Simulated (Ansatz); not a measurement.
The cluster Ag5Te2⁺, relaxed as a singlet with RKS PBE-D4/def2-SVP in Ansatz, starting from the GFN1-xTB geometry. Force threshold 0.02 eV/Å.

In the def2 sets Ag, Te take a core potential; there is no spin–orbit coupling. The relaxation made no stability test and no search for a lower SCF solution. No other spin state of charge 1 was run. The structure comes from a short search, and lower isomers may exist.

Start:

```xyz
7

Ag   -0.1458    1.5172    0.2942
Ag    3.3444   -1.1314    0.4760
Ag   -2.8772    1.7033   -0.3228
Ag    1.0847   -0.6337   -1.0728
Ag   -1.1569   -1.1781    0.6442
Te   -1.4731    0.0772   -1.7894
Te    1.2238   -0.3545    1.7706
```

| step | energy (eV) | largest force component (eV/Å) | SCF passes |
| --- | --- | --- | --- |
| 1 | -34583.0540 | 1.092 | 23 |
| 2 | -34583.1732 | 0.486 | 26 |
| 3 | -34583.2232 | 0.047 | 21 |
| 4 | -34583.2269 | 0.032 | 21 |
| 5 | -34583.2334 | 0.034 | 21 |
| 6 | -34583.2407 | 0.050 | 21 |
| 7 | -34583.2499 | 0.059 | 21 |
| 8 | -34583.2588 | 0.058 | 21 |
| 9 | -34583.2722 | 0.079 | 21 |
| 10 | -34583.2764 | 0.028 | 20 |
| 11 | -34583.2769 | 0.005 | 21 |
| 12 | -34583.2769 | 0.004 | 21 |

Force components are those of the run's own axes.

End:

```xyz
7

Ag    0.065    1.681   -0.012
Ag    3.183   -1.273    0.624
Ag   -2.827    1.254    0.093
Ag    1.064   -0.685   -1.124
Ag   -1.151   -1.102    0.534
Te   -1.487    0.259   -1.997
Te    1.153   -0.133    1.881
```

By distances, no bond broke or formed, bridged metal pairs apart. The bond that changes most is Ag4–Te7, from 2.86 to 3.06 Å (atoms count from 1). Metal–metal contacts that move far: Ag3–Ag5 3.49 to 2.92 Å. The end is the same structure that another start reached.

The force fell under the threshold at step 11, but the optimiser went on. No frequencies were taken in this run, so the end may be a saddle point.

Hardware: 4 threads of Arm Neoverse V1 on a shared host. Wall time 56 s.
